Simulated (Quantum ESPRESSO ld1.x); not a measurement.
Task: These are the eigenvalues of the occupied orbitals of an atom or ion with whole-number occupations (eV). Calculated with ld1.x of Quantum ESPRESSO 7.5: scalar-relativistic Kohn-Sham, LDA (Slater exchange, Perdew-Zunger correlation), spin-polarised, spherical densities, point nucleus.

1s up: -4497.43
1s down: -4496.06
2s up: -580.915
2s down: -579.516
2p up: -496.759
2p down: -495.045
3s up: -148.962
3s down: -143.368
3p up: -126.184

Which element is it, and in what charge state? The configuration may be excited. Open shells, if any, are filled with parallel spins first.

Result: Z = 21, scandium, charge +6: Sc6+ in [Ne] 3s2 3p3. The list shows which subshells hold electrons but not how many an open one holds; the 1s level, -165.28 hartree, gives Z - s = 18.2 by -(Z - s)^2/2, which with screening and relativity narrows Z to a few neighbours, and the depths of the outer levels then fix element, charge and occupations together.
